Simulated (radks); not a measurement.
The numbers below are computed, except where a source is named.
A nucleus of charge 13.8 with 14 electrons, configuration [Ne] 3s2 3p2.

Level of theory: scalar-relativistic Kohn-Sham, PBE, spin-polarised, spherical densities, finite nucleus; open shells are filled with parallel spins first; Fermi nuclear charge, rms radius 3.1224 fm (a radial shooting solver on a logarithmic mesh with Libxc functionals).

Energy parts (Ry):
part                       energy
total                  -560.13766
kinetic                 561.45143
electron-nucleus      -1339.14145
Hartree                 258.09035
exchange-correlation    -40.53799

Orbitals (lengths in bohr, moments of r in powers of bohr):
orbital,occ.,eigenvalue (Ry),<r^2>,<r>,<1/r>
1s up,1,-126.9565,0.01719,0.1130,13.44
1s down,1,-126.9474,0.01718,0.1130,13.44
2s up,1,-9.64640,0.4007,0.5787,2.531
2s down,1,-9.63603,0.4006,0.5788,2.531
2p up,3,-6.49871,0.3820,0.5496,2.410
2p down,3,-6.48509,0.3817,0.5496,2.410
3s up,1,-0.68360,5.904,2.251,0.6002
3s down,1,-0.56926,5.928,2.247,0.6074
3p up,2,-0.22188,10.47,2.944,0.4575
3p down,0,-0.11083,11.90,3.104,0.4430

The highest occupied level is 3p up at -3.019 eV. Spin moment in Bohr magnetons: 2.
